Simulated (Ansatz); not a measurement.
`N[Si](O)([SiH3])Cl` + HCl → `O[Si]([SiH3])(Cl)Cl` + NH₃ at 400 K and 1 bar (ligand exchange at the Si–N bond).

Gas-phase electronic energies from Ansatz, PBE0-D4/def2-TZVP geometries. CBS: MP2 limit from def2 TZ/QZ plus the TZ coupled-cluster correction, frozen cores. This one scheme is used for every species. Each species was taken in one conformer, which may not be the lowest.

```csv
species,CCSD(T)/CBS energy (Eh),H − E (kJ/mol),S (J/(mol·K))
`N[Si](O)([SiH3])Cl`,-1171.56069,218.3,440.6
HCl,-460.38127,29.6,195.4
`O[Si]([SiH3])(Cl)Cl`,-1575.44956,151.3,422.2
NH₃,-56.50880,104.2,203.1
```

H − E and S are ideal-gas, rigid-rotor, harmonic terms from PBE0-D4/def2-TZVP, for one conformer and one mirror image of each species. 1 Eh = 2625.50 kJ/mol, R = 8.31446 J/(mol·K).

**Question.** By hand: ΔE, ΔH, ΔS and ΔG.

**Answer.** ΔE = (-1575.44956) + (-56.50880) − (-1171.56069) − (-460.38127) = -0.01640 Eh = -43.1 kJ/mol. Δ(H − E) = 151.3 + 104.2 − 218.3 − 29.6 = 7.6, so ΔH = -35.5 kJ/mol. ΔS = 422.2 + 203.1 − 440.6 − 195.4 = -10.7 J/(mol·K). ΔG = -35.5 − 400 × (-10.7)/1000 = -31.2 kJ/mol.

**Question.** By hand: the equilibrium constant, and the temperature at which ΔG would vanish if ΔH and ΔS stayed fixed.

**Answer.** log₁₀ K = −ΔG/(RT ln 10) = 4.1. ΔG = 0 at ΔH/ΔS = 3318 K, far beyond where these terms or the molecules hold.

The number of gas molecules stays the same, so ΔS is small and ΔH decides. A doubt of 5 kJ/mol in ΔE shifts log₁₀ K by 0.7 here. Other conformers and mirror images would add mixing entropy, several J/(mol·K) or more a flexible species. Modes under 60 cm⁻¹, often nearly free rotors, make the harmonic entropy too high. These are equilibria of isolated gas molecules and say nothing of rates. Largest T1 diagnostic: 0.012 (customary marks: 0.02 for closed shells, 0.045 for open ones).
